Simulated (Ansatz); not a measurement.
Input for Ansatz (a first-principles code): R-CCSD(T)/aug-cc-pVTZ on BH5N (SMILES B[NH3+]), atoms moved off the minimum. Charge +1.

Ansatz 0.2 input:
```yaml
crystal:
  periodic: [false, false, false]
  atoms:
    - {symbol: B, position_ang: [0.87024096, 0.11996600, 0.02710914]}
    - {symbol: N, position_ang: [-0.58844413, -0.05859405, -0.05143443]}
    - {symbol: H, position_ang: [1.57763357, -0.86769011, 0.17716209]}
    - {symbol: H, position_ang: [1.22420880, 1.25404157, -0.21402915]}
    - {symbol: H, position_ang: [-1.01532638, 0.10175600, 0.90610226]}
    - {symbol: H, position_ang: [-0.99434524, -1.02410245, -0.31840661]}
    - {symbol: H, position_ang: [-1.09345445, 0.59260576, -0.61044992]}
basis:
  gaussian:
    orbitals: aug-cc-pVTZ
total_charge: 1
magnetization: {spin_polarized: false}
correlation: {method: ccsd_t, electrons: outside_noble_gas}
scf: {lower_state_search: off}
output: {forces: true}
```

It printed:

```
WARN ansatz: RAYON_NUM_THREADS=1 ignored (pool sized by the plan → 1); use --threads N
Functional definition: HF
these checks for a lower state are left out or cut short: starts, cluster_reference, orbital_swaps, neighbouring_geometries, increment
integrals: 0.92 GiB planned
1149 factors; integrals over basis functions are off by at most 1.1e-3 eV
mean field: 0.47 GiB planned
mean field evaluation 1: about -2222.0068 eV, gradient 4.9e1 eV
mean field evaluation 2: about -2222.0064 eV, gradient 4.9e1 eV
mean field evaluation 4: about -2226.5867 eV, gradient 2.5e0 eV
mean field evaluation 8: about -2226.6145 eV, gradient 4.7e-5 eV
mean field -2226.61452302 eV, -81.8265744673 hartree, gradient 1.7e-6 eV, S^2 0.000000; 0 other end points of the search recorded, 0 dependent functions left out
2 core orbitals not correlated
reference -2226.61452302 eV, -81.8265744673 hartree; 6, 6 occupied and 199, 199 virtual orbitals, 1149 factors
densities: 2.21 GiB planned
second order -8.74134828 eV of doubles, -0.00000000 eV of singles
coupled cluster: 1.14 GiB planned
cycle   1  -9.21342529 eV  change   -4.7e-1 eV  update   5.2e-2
cycle   2  -9.45398545 eV  change   -2.4e-1 eV  update   1.6e-2
cycle   3  -9.47389691 eV  change   -2.0e-2 eV  update   4.5e-3
cycle   4  -9.47330441 eV  change    5.9e-4 eV  update   1.1e-3
cycle   5  -9.47361986 eV  change   -3.2e-4 eV  update   2.8e-4
cycle   6  -9.47363818 eV  change   -1.8e-5 eV  update   1.0e-4
cycle   7  -9.47362519 eV  change    1.3e-5 eV  update   3.4e-5
cycle   8  -9.47363101 eV  change   -5.8e-6 eV  update   1.3e-5
cycle   9  -9.47362890 eV  change    2.1e-6 eV  update   4.3e-6
perturbative correction -0.28265899 eV, -0.0103875265 hartree
the calculation of the forces begins
Total energy: -2236.37081091 eV, -82.1851114345 hartree
Atom 0 at     0.870241     0.119966     0.027109 Å, force     2.750598     0.152572    -0.737889 eV/Å
Atom 1 at    -0.588444    -0.058594    -0.051434 Å, force    -3.371477    -2.703127     1.336831 eV/Å
Atom 2 at     1.577634    -0.867690     0.177162 Å, force    -0.676521     0.850335     0.118688 eV/Å
Atom 3 at     1.224209     1.254042    -0.214029 Å, force    -0.065289    -0.682667     0.419191 eV/Å
Atom 4 at    -1.015326     0.101756     0.906102 Å, force     0.573841    -0.161767    -0.708140 eV/Å
Atom 5 at    -0.994345    -1.024102    -0.318407 Å, force     1.114352     1.472755     0.469892 eV/Å
Atom 6 at    -1.093454     0.592606    -0.610450 Å, force    -0.325503     1.071900    -0.898573 eV/Å
Dipole moment:    -0.534438    -0.073741     0.041277 e Å
Checks for a lower state left out: starts, cluster_reference, orbital_swaps, neighbouring_geometries, increment
```

The run converged.

Cost: around 9 core-minutes (rough).
